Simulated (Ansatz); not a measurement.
A set of 12 reactions (ligand exchange), with CCSD(T)/CBS values in kJ/mol:

```csv
reaction,ΔE
`C=C(S)S[SiH2]F` + `CN[SiH](O)O` → `CN([SiH2]F)[SiH](O)O` + `C=C(S)S`,-9.9
`[OH][GeH3]` + `F[SiH]1CN1` → `F[SiH]1C[N]1[GeH3]` + H₂O,-10.4
`F[SiH2]C[SiH](F)F` + `OCO` → `OCO[SiH2]F` + `C[SiH](F)F`,-96.5
`BC1[SiH2][SiH2]1` + `OC[AsH2]` → `B[AsH]CO` + `C1[SiH2][SiH2]1`,32.5
`O[SiH2][SiH3]` + `O[SiH](O)Br` → `O[SiH](Br)O[SiH3]` + `O[SiH3]`,-111.4
`O[SiH2][SiH3]` + `[NH2][AlH2]` → `[AlH2][NH][SiH2][SiH3]` + H₂O,25.7
`[OH][SnH]([Cl])[Cl]` + HBr → `[Cl][SnH]([Cl])[Br]` + H₂O,-76.4
`B[SiH2]CS[SiH3]` + CH₃OH → `B[SiH2]OC` + `CS[SiH3]`,-94.0
`BCC(F)Cl` + `[SiH3]N[SiH2]Cl` → `BN([SiH3])[SiH2]Cl` + `CC(F)Cl`,-121.1
`CNBCN` + HCl → `CNBCl` + CH₃NH₂,-99.0
`[NH2][Ge][Cl]` + HBr → `[Cl][Ge][Br]` + NH₃,-53.6
`C=C(F)[SiH](O)O` + `[OH][GeH3]` → `O[SiH](O)[O][GeH3]` + `C=CF`,-138.7
```

Isolated molecules relaxed with PBE0-D4/def2-TZVP in Ansatz; ΔE leaves out vibrations. CBS: MP2 limit from def2 TZ/QZ plus the TZ coupled-cluster correction, frozen cores. This one scheme is used for every species. Functionals use def2-TZVPP. B3LYP here is the variant with VWN-RPA as its local correlation; programs differ in this. def2 core potentials past Kr. For As, Br, Ge, Sn outer-core shells are correlated without core-valence functions, which leaves a few kJ/mol of doubt a bond. Scalar relativity is left out up to krypton. One conformer a species, not always the lowest.

Question: Give the mean, mean absolute and largest difference (level minus CCSD(T)/CBS, kJ/mol) for: r2SCAN-D4, ωB97M-V, r2SCAN, PBE0, B3LYP, HF/def2-TZVPP, MP2/def2-TZVPP, SCS-MP2/def2-TZVPP, CCSD/def2-TZVPP, CCSD(T)/def2-TZVPP, MP2/def2-QZVPP, HF/CBS(def2), MP2/CBS(def2), CCSD/CBS(def2). (Estimate.)

Answer: The calculation gave: 
```json
{"level": "r2SCAN-D4", "mean": "2.4", "mean absolute": "4.4", "largest": "10.9"}
{"level": "ωB97M-V", "mean": "1.8", "mean absolute": "2.7", "largest": "8.3"}
{"level": "r2SCAN", "mean": "2.6", "mean absolute": "5.0", "largest": "11.5"}
{"level": "PBE0", "mean": "4.6", "mean absolute": "6.3", "largest": "22.7"}
{"level": "B3LYP", "mean": "1.6", "mean absolute": "6.4", "largest": "14.7"}
{"level": "HF/def2-TZVPP", "mean": "-6.7", "mean absolute": "12.5", "largest": "-24.7"}
{"level": "MP2/def2-TZVPP", "mean": "-1.5", "mean absolute": "3.0", "largest": "-8.5"}
{"level": "SCS-MP2/def2-TZVPP", "mean": "-1.6", "mean absolute": "4.9", "largest": "-12.9"}
{"level": "CCSD/def2-TZVPP", "mean": "-0.2", "mean absolute": "3.6", "largest": "7.4"}
{"level": "CCSD(T)/def2-TZVPP", "mean": "0.6", "mean absolute": "2.3", "largest": "8.8"}
{"level": "MP2/def2-QZVPP", "mean": "-2.0", "mean absolute": "2.5", "largest": "-9.4"}
{"level": "HF/CBS(def2)", "mean": "-7.2", "mean absolute": "13.0", "largest": "-27.7"}
{"level": "MP2/CBS(def2)", "mean": "-2.1", "mean absolute": "2.8", "largest": "-8.5"}
{"level": "CCSD/CBS(def2)", "mean": "-0.8", "mean absolute": "1.9", "largest": "-3.5"}
```

The largest T1 diagnostic in the set is 0.014, for `BC1[SiH2][SiH2]1` (customary mark 0.02).

CCSD(T)/CBS is a level of theory with its own doubt, and the functionals carry their triple-zeta basis error, so these figures describe this set and don't rank the functionals.
